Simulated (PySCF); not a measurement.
In(H)(Et)(OH) (C₂H₇InO), SMILES C[CH2][InH][OH]. Atoms are numbered in the order given.

```xyz
11

In    -0.2835    -0.5400     0.0000
H     -1.1893    -2.0087     0.0000
C     -0.7019     1.6097     0.0000
C      0.5647     2.4673     0.0000
H     -1.3305     1.8164    -0.8818
H     -1.3305     1.8164     0.8818
H      1.1916     2.2765     0.8866
H      1.1916     2.2765    -0.8866
H      0.3266     3.5457     0.0000
O      1.7007    -0.9470     0.0000
H      2.2473    -0.1494     0.0000
```
Charge 0, spin multiplicity 1.

Geometry optimised at B3LYP-D3(BJ)/def2-SVP. The structure was generated by enumeration; whether it is a known compound was not checked. The def2 effective core potentials stand for the cores of In; spin–orbit coupling is left out. Other conformers were not sampled.

Calculation: PySCF with PBE/def2-TZVP.

Gas-phase values at a fixed geometry.

```
Property                                                                                                       Result
---------------------------------------------------------------------------------------------  ----------------------
total energy                                                                                       -345.64923 hartree
point group                                                                                                        Cs
highest occupied level                                                                                       -6.12 eV
lowest empty level                                                                                           -1.83 eV
orbital gap                                                                                                   4.30 eV
dipole moment                                                                                                  2.73 D
quadrupole, principal values (traceless, Buckingham form, about the centre of nuclear charge)   -8.19, 2.65, 5.54 D·Å
mean static polarisability                                                                      69.2 bohr³ (10.26 Å³)
polarisability, principal values                                                               51.1, 68.4, 88.1 bohr³
```
